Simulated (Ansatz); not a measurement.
Relaxed structures of CH3ClGa (charge +1), singlet (PBE0-D4/def2-TZVP; forces vanish, vibrations not checked; lower isomers may exist, and structures with a doubtful reference or unclear bonds are left out; Å). Program: Ansatz 0.2.0. Basis: def2-TZVPP. Cores are frozen in the correlated methods. Filled d shells of the heavier atoms are correlated. The def2 sets are not built for correlating such inner shells, so the correlated values are less sure here.

Problem. Rank them by CCSD(T) energy, lowest first, and give each one's height above the lowest. Links in brackets join atoms within 1.22 times the sum of their covalent radii (1.1 for two metals). (An estimate is asked for; the value comes from the calculation.)
A.
CH₃ClGa ([ClH2][CH][Ga]), total charge +1
```
6
angstrom
Cl -0.0763 0.8108 0.0706
C -0.1183 -0.7938 0.0038
Ga -1.8269 -1.9847 0.5882
H 0.8124 -1.2230 -0.3699
H 0.2543 1.5699 -1.0360
H 0.9277 1.4780 0.7465
```
B.
CH₃ClGa ([CH2]1[Cl][GaH]1), total charge +1
```
6
angstrom
Cl -1.4652 -1.0169 0.5180
C 0.2557 -1.2905 -0.0253
Ga 0.4758 0.5227 0.5378
H 0.2761 -1.5024 -1.0912
H 0.7117 -2.0730 0.5758
H 0.4692 1.9629 1.0326
```
C.
CH₃ClGa ([Cl][CH][GaH2]), total charge +1
```
6
angstrom
Cl -1.5097 -1.5956 0.4882
C -0.1124 -0.9484 -0.0061
Ga 0.2740 1.0769 -0.0475
H 0.6034 -1.7190 -0.3172
H -0.1399 1.6614 -1.4150
H 0.8845 1.5246 1.2977
```

Solution. Computed: B (0.000 eV), C (2.000 eV), A (5.874 eV). Heights count from the lowest.

No T1 diagnostic of these runs exceeds 0.020.

For scale, one of the runs: CCSD(T)/def2-TZVPP, 163 basis functions, launched by `ansatz run in.yaml --threads 2 --pin off --events-out ev --progress --plain --max-ram 4352MiB`. Hardware: 2 CPU threads of an Arm Neoverse V1, shared host. Wall time 36 s; peak host memory 1.2 GiB.
